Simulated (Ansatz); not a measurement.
Steps of a relaxation of CH6AlNO, SMILES `C[NH][AlH][OH]` with RKS PBE0-D4/def2-TZVP.

```sh
$ ansatz run in.yaml --threads 2 --pin off --events-out ev --progress --plain --max-ram 4352MiB
```

```yaml
crystal:
  periodic: [false, false, false]
  atoms:
    - {symbol: C, position_ang: [-1.085212, 0.303350, -0.882601]}
    - {symbol: N, position_ang: [-0.494250, -0.660692, 0.027658]}
    - {symbol: Al, position_ang: [1.021641, -0.569291, 0.976265]}
    - {symbol: O, position_ang: [2.065613, 0.796150, 0.912418]}
    - {symbol: H, position_ang: [-2.099931, 0.640793, -0.565018]}
    - {symbol: H, position_ang: [-0.453547, 1.215337, -0.938141]}
    - {symbol: H, position_ang: [-1.181627, -0.078908, -1.926383]}
    - {symbol: H, position_ang: [-1.061824, -1.510187, 0.112490]}
    - {symbol: H, position_ang: [1.443301, -1.772993, 1.918193]}
    - {symbol: H, position_ang: [1.928936, 1.585241, 0.368219]}
basis:
  gaussian: {orbitals: def2-TZVP}
hamiltonian: {xc: pbe0, dispersion: d4}
relax: {f_tol: 0.005, max_steps: 150}
```

Positions (Å) and forces (eV/Å) along the path, 6 of 6 steps:

```xyz
10
step=1 energy=-11264.7189 eV
C    -1.085    0.303   -0.883   -0.156    0.312   -0.272
N    -0.494   -0.661    0.028   -0.047   -0.316    0.139
Al    1.022   -0.569    0.976   -0.020    0.352   -0.208
O     2.066    0.796    0.912   -0.442    0.090   -0.357
H    -2.100    0.641   -0.565    0.531   -0.206   -0.105
H    -0.454    1.215   -0.938   -0.298   -0.472    0.047
H    -1.182   -0.079   -1.926    0.085    0.141    0.558
H    -1.062   -1.510    0.112    0.360    0.567   -0.070
H     1.443   -1.773    1.918   -0.066    0.135   -0.117
H     1.929    1.585    0.368    0.053   -0.603    0.385
10
step=2 energy=-11264.7574 eV
C    -1.076    0.305   -0.878   -0.076    0.118   -0.116
N    -0.490   -0.656    0.028    0.112   -0.106    0.129
Al    1.017   -0.567    0.969   -0.003    0.244   -0.128
O     2.049    0.793    0.903   -0.222   -0.134   -0.079
H    -2.078    0.637   -0.558    0.163   -0.059   -0.037
H    -0.448    1.204   -0.934   -0.091   -0.137    0.011
H    -1.171   -0.081   -1.907    0.024    0.050    0.171
H    -1.054   -1.494    0.112    0.092    0.151   -0.022
H     1.430   -1.764    1.902   -0.010    0.009   -0.014
H     1.904    1.572    0.366    0.011   -0.136    0.087
10
step=3 energy=-11264.7630 eV
C    -1.071    0.307   -0.876   -0.017    0.012   -0.014
N    -0.485   -0.653    0.031    0.035   -0.007    0.028
Al    1.012   -0.564    0.968    0.022    0.026   -0.009
O     2.036    0.789    0.896   -0.033   -0.031   -0.003
H    -2.066    0.636   -0.554   -0.009    0.003    0.006
H    -0.445    1.201   -0.932    0.009    0.008    0.000
H    -1.164   -0.080   -1.898    0.001   -0.008   -0.009
H    -1.046   -1.488    0.113   -0.016   -0.008   -0.006
H     1.426   -1.763    1.897   -0.001   -0.006    0.006
H     1.886    1.564    0.360    0.007    0.011    0.001
10
step=4 energy=-11264.7631 eV
C    -1.069    0.306   -0.876    0.011    0.016   -0.002
N    -0.485   -0.656    0.032   -0.015   -0.002   -0.008
Al    1.013   -0.565    0.966   -0.002    0.000   -0.001
O     2.032    0.790    0.893   -0.005   -0.004    0.000
H    -2.062    0.641   -0.552   -0.001   -0.004    0.002
H    -0.438    1.197   -0.934   -0.003    0.002   -0.004
H    -1.166   -0.082   -1.897   -0.001   -0.005    0.001
H    -1.051   -1.488    0.111    0.008   -0.004    0.008
H     1.427   -1.764    1.896    0.004   -0.001    0.002
H     1.883    1.569    0.363    0.003    0.001    0.002
10
step=5 energy=-11264.7631 eV
C    -1.068    0.307   -0.876   -0.018   -0.013   -0.005
N    -0.486   -0.657    0.031    0.019    0.008    0.008
Al    1.012   -0.566    0.966   -0.002    0.013   -0.009
O     2.028    0.789    0.892    0.005   -0.003    0.005
H    -2.060    0.645   -0.550    0.003   -0.001   -0.002
H    -0.435    1.196   -0.938    0.006   -0.001    0.004
H    -1.169   -0.083   -1.896   -0.001    0.002    0.003
H    -1.051   -1.489    0.112   -0.010   -0.002   -0.005
H     1.430   -1.764    1.896   -0.001   -0.003    0.001
H     1.881    1.571    0.365   -0.001   -0.002    0.001
10
step=6 energy=-11264.7632 eV
C    -1.070    0.306   -0.877   -0.003   -0.001   -0.001
N    -0.485   -0.655    0.031    0.004    0.002    0.001
Al    1.013   -0.565    0.965   -0.001    0.000    0.001
O     2.031    0.789    0.895   -0.001   -0.001   -0.001
H    -2.061    0.643   -0.551    0.000    0.001    0.000
H    -0.438    1.196   -0.939    0.000   -0.001   -0.001
H    -1.170   -0.085   -1.896    0.000    0.001    0.000
H    -1.051   -1.488    0.112    0.001   -0.001    0.001
H     1.429   -1.764    1.895    0.000   -0.001   -0.001
H     1.884    1.571    0.367    0.001    0.001    0.001
```

Hardware: 2 threads of an Arm Neoverse V2 on a shared host. Wall time 22 s, peak host memory 0.34 GiB.
